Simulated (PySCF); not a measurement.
Compound: C₅H₁₄NSi (doublet state).
Structure used (GFN2-xTB), in Å, numbered top down from 1:
```xyz
21
C5H14NSi angstrom
C     -1.9240    0.6090   -0.9040
C     -0.8618   -0.1637   -0.1094
C     -1.1878   -0.0664    1.3861
C     -0.9094   -1.6482   -0.5334
C      0.4793    0.4123   -0.4268
N      1.5372    0.3829    0.4444
Si     3.1771    0.7944    0.0992
H     -1.7081    0.5639   -1.9686
H     -2.9118    0.1864   -0.7341
H     -1.9357    1.6535   -0.6013
H     -1.0514    0.9523    1.7439
H     -0.5624   -0.7366    1.9733
H     -2.2240   -0.3508    1.5555
H     -1.8795   -2.0817   -0.2983
H     -0.7390   -1.7393   -1.6033
H     -0.1389   -2.2140   -0.0143
H      0.7310    0.6032   -1.4550
H      1.2659    0.1697    1.3916
H      3.6957   -0.0912   -0.9513
H      3.8387    0.6026    1.3865
H      3.2999    2.1787   -0.3811
```

The hyperfine couplings belong to this conformer and change with its torsions.

As a line formula: `N([SiH3])[CH]C(C)(C)C` [radical].

Theory: UKS B3LYP, pcH-1 on C H N Si, non-relativistic, mean-field spin-orbit, GIAO (PySCF). The structure is a single GFN2-xTB conformer in the gas phase; no vibrational or solvent corrections. Couplings are sensitive to structure, and on GFN2-xTB geometries they can be far from those on DFT ones. The SCF solution wasn't tested for stability.

The largest Mulliken spin populations are on C5 (+0.86) and N6 (+0.13). No atom but C5 exceeds +0.15. The angles at C5 add up to 357.7°, so it is nearly planar; its axial dipolar tensor and the negative coupling of its proton fit spin in a p orbital normal to that plane.

Q: McConnell's relation a(H) = Q·ρ ties the coupling of a proton on a planar π carbon to the spin population of that carbon. What Q do the computed values give?

A: 
| H | C | ρ(C) | a(H) (G) | a/ρ (G) |
| --- | --- | --- | --- | --- |
| H17 | C5 | +0.865 | -18.10 | -20.9 |

One proton gives one ratio, Q = -20.9 G, and no test of linearity.

Couplings in gauss use g_iso = 2.0027.

On one thread of an AMD EPYC 9R45, no GPU, on a shared host, this took 57 s (grids of density and orbitals included) and 1.1 GiB of memory at its peak.
